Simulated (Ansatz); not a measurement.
Reaction (formal exchange of groups at the Si–Si bond): `O[Si](F)(F)[SiH3]` + `CBO` → `OBC[SiH3]` + `O[SiH](F)F`

Isolated molecules relaxed with PBE0-D4/def2-TZVP in Ansatz; ΔE leaves out vibrations. CCSD(T)/CBS adds triple-zeta CCSD(T) − MP2 to the extrapolated MP2 energy (def2 sets, frozen cores). This one scheme is used for every species. Functionals use def2-TZVPP. Each species was taken in one conformer, which may not be the lowest.

`O[Si](F)(F)[SiH3]`:

```xyz
9

O    -0.062    1.912    0.233
Si   -0.332    0.384    0.700
F     0.377    0.106    2.098
F    -1.882    0.167    0.992
Si    0.434   -1.073   -0.946
H    -0.317    2.646    0.796
H     0.179   -2.471   -0.515
H     1.891   -0.869   -1.142
H    -0.288   -0.802   -2.215
```

`CBO`:

Cartesian coordinates in Å:
```
C -0.654 -0.445 0.622
B 0.204 0.219 -0.497
O 1.447 0.676 -0.202
H -0.150 -0.483 1.589
H -0.933 -1.464 0.330
H -1.602 0.092 0.740
H -0.205 0.339 -1.626
H 1.893 1.067 -0.956
```

`OBC[SiH3]`:

Cartesian coordinates in Å:
```
O -1.368 1.562 0.746
B -0.274 1.260 0.000
C -0.245 -0.079 -0.784
Si 0.674 -1.404 0.184
H -1.283 2.391 1.221
H 0.661 2.021 -0.007
H 0.293 0.026 -1.731
H -1.251 -0.462 -0.982
H 0.750 -2.664 -0.603
H 2.061 -0.962 0.490
H -0.018 -1.690 1.468
```

`O[SiH](F)F`:

Z-matrix (Å, degrees):
```
Si
F 1 1.584
F 1 1.584 2 105.5
O 1 1.614 2 111.2 3 -120.7
H 1 1.463 2 110.2 3 118.9
H 4 0.958 1 120.9 2 58.5
```

Question: Is it downhill or uphill in electronic energy at CCSD(T)/CBS, and by how much? (An estimate is asked.)

Answer: The calculation gave: Downhill: ΔE = -18.2 kJ/mol.

Question: What do these levels give: r2SCAN-D4, B97M-V, r2SCANh-D4, CAM-B3LYP-D4, ωB97M-V, r2SCAN0, RPA@PBE/def2-TZVPP, HF/def2-SVP, CCSD/def2-SVP, MP2/def2-TZVPP, HF/def2-QZVPP, MP2/CBS(def2)? (An estimate is asked.)

Answer: Computed: r2SCAN-D4 -12.7, B97M-V -10.3, r2SCANh-D4 -13.9, CAM-B3LYP-D4 -13.5, ωB97M-V -19.5, r2SCAN0 -15.6, RPA@PBE/def2-TZVPP -20.8, HF/def2-SVP -19.9, CCSD/def2-SVP -19.1, MP2/def2-TZVPP -27.7, HF/def2-QZVPP -22.8, MP2/CBS(def2) -26.2 kJ/mol.

Largest T1 diagnostic among the species: 0.013.

From PBE to PBE0 (25 % exact exchange), in def2-TZVPP and without D4, ΔE moves by −5.5 kJ/mol. Leaving LDA and LC-ωPBE aside and taking each functional with its dispersion term where it has one, the values, not all of them listed here, spread over 17.0 kJ/mol, from ωB97M-V to PBE-D4. LDA lies −4.0 kJ/mol from PBE without D4.
